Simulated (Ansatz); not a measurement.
System: GeH₂SeF, charge 0, doublet. GeH2SeF (SMILES F[Se][GeH2], doublet).
B3LYP-D3(BJ)/def2-TZVP minimum from Ansatz (a quantum-chemistry and plane-wave program):
```
Ge
H 1 1.5546
H 1 1.5558 2 110.13
Se 1 2.3698 2 99.99 3 114.81
F 4 1.7819 1 96.96 2 -175.34
```
Charge 0, spin multiplicity 2.

Total energies in cc-pVDZ, 19 correlated electrons, 29 frozen orbitals. Radicals and triplets start from unrestricted determinants; spin-orbit coupling is neglected. Cores are frozen in correlated methods (noble-gas shells, and filled d and f shells in the p block). No relativity.

```tsv
method	program	energy (Eh)	minus CCSDT(Q) (mEh)
HF	Ansatz	-4575.70661	423.71
MP2	Ansatz	-4576.08437	45.96
CCSD	Ansatz	-4576.11778	12.54
CCSD(T)	Ansatz	-4576.12797	2.36
CCSDT(Q)	Ansatz	-4576.13033	0.00
```

Rough core times of Ansatz's runs on a shared machine: CCSD(T) 20 s, CCSDT(Q) 10 min.
